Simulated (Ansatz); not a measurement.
The cluster GeC2⁺. Charge 1, multiplicity 2. Geometry r2SCAN-D4/def2-TZVP; atoms count from 1.

Cartesian coordinates in Å:
```
Ge -1.2723 -0.3081 0.5329
C 1.0517 -0.2978 -0.3940
C 0.2206 0.6059 -0.1389
```

Another isomer (doublet) lies 0.03 eV lower at r2SCAN-D4/def2-TZVP; other spin states weren't run for this one.

**Question.** Estimate the Mulliken populations from the PBE0/def2-TZVP orbitals of Ansatz.

**Answer.** 
```
atom  charge (e)  spin (α − β)
 Ge1        0.82         -0.03
  C2        0.18          0.95
  C3        0.00          0.09
```
Mulliken values and Mayer orders depend strongly on the basis.

**Question.** Where does the spin sit?

**Answer.** Summed by element: Ge -0.03, C 1.03, of 1 unpaired in all. Largest on single atoms: C2 0.95, C3 0.09, Ge1 -0.03.

**Question.** And the Mayer bond orders between bonded heavy atoms (over 0.3)?

**Answer.** Ge1–C3 1.01 (1.87 Å); C2–C3 2.36 (1.25 Å). Values over 0.3 also appear between atoms too far apart for a bond (Ge1–C2 0.52 at 2.50 Å); they arise where an orbital or an unpaired electron spreads over both atoms.
